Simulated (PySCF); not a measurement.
Geometry (Å), atoms numbered from 1 in this order:
```xyz
33

Si    0.5642    0.6004    0.3835
C     0.3177    0.5380    2.2466
H     0.4090    1.5574    2.6539
H     1.0793   -0.0873    2.7362
H    -0.6710    0.1448    2.5243
C     2.3719    1.0244    0.0638
H     2.5921    1.0730   -1.0146
H     3.0320    0.2584    0.5014
H     2.6445    1.9912    0.5176
N    -0.3261    1.8842   -0.3777
C    -1.7525    2.0713   -0.5774
C    -2.5585    1.3754    0.5095
C    -2.2042    1.6173   -1.9657
H     0.2330    2.5010   -0.9564
H    -1.9687    3.1551   -0.5016
H    -2.3610    0.2908    0.4974
H    -3.6361    1.5277    0.3499
H    -2.2993    1.7640    1.5049
H    -2.0966    0.5252   -2.0691
H    -3.2604    1.8714   -2.1509
H    -1.5984    2.0941   -2.7522
N     0.0253   -0.8881   -0.3667
C     0.5098   -2.2523   -0.2462
C     0.8959   -2.5890    1.1857
C     1.6639   -2.5448   -1.2049
H    -0.3153   -0.7021   -1.3059
H    -0.3238   -2.9289   -0.5181
H     1.7647   -1.9960    1.5150
H     1.1742   -3.6499    1.2689
H     0.0648   -2.3921    1.8779
H     2.5385   -1.9205   -0.9600
H     1.9709   -3.6022   -1.1597
H     1.3762   -2.3237   -2.2450
```

Geometry: PBE0-D3(BJ)/def2-SVP; GIAO shifts from PySCF 2.14, gas phase, non-relativistic, averaged over equivalent atoms.

At PBE0/pcSseg-1 (304 basis functions):
```json
{"atoms": "Si1", "δ (ppm)": "-9.1"}
{"atoms": "C11/C23", "δ (ppm)": "46.4"}
{"atoms": "C12/C13/C24/C25", "δ (ppm)": "28.3"}
{"atoms": "C2/C6", "δ (ppm)": "5.8"}
{"atoms": "H15/H27", "δ (ppm)": "3.10"}
{"atoms": "H16/H17/H18/H19/H20/H21/H28/H29/H30/H31/H32/H33", "δ (ppm)": "1.10"}
{"atoms": "H14/H26", "δ (ppm)": "0.26"}
{"atoms": "H3/H4/H5/H7/H8/H9", "δ (ppm)": "0.09"}
{"atoms": "N10/N22", "δ (ppm)": "70.7"}
```

Scale: 29Si (σ = 351.99 ppm), 13C (σ = 184.41 ppm), 1H (σ = 31.27 ppm) against TMS; 15N (σ = 265.67 ppm) vs NH3 (reference shieldings calculated alike).

Q: Predict the values at wB97X-D/pcSseg-1 on the same geometry.

A: 
| atoms | δ at wB97X-D/pcSseg-1 | change |
| --- | --- | --- |
| Si1 | -8.1 | +1.0 |
| C11/C23 | 45.6 | -0.8 |
| C12/C13/C24/C25 | 28.4 | +0.1 |
| C2/C6 | 5.8 | +0.0 |
| H15/H27 | 2.99 | -0.11 |
| H16/H17/H18/H19/H20/H21/H28/H29/H30/H31/H32/H33 | 1.10 | +0.00 |
| H14/H26 | 0.17 | -0.09 |
| H3/H4/H5/H7/H8/H9 | 0.08 | -0.01 |
| N10/N22 | 66.1 | -4.6 |

References, each an isolated molecule treated in the same way: 29Si (σ = 352.93 ppm), 13C (σ = 184.54 ppm), 1H (σ = 31.38 ppm) against TMS; NH3 for 15N (σ = 263.98 ppm).

The largest change is at N10/N22 (nitrogen bonded to C, Si, H). Cost: 304 basis functions. The order of the carbon signals is the same at both levels.

Experimental scales use liquid or dissolved standards, which lie at an offset from isolated NH3 (liquid NH3: subtract about 20 ppm).
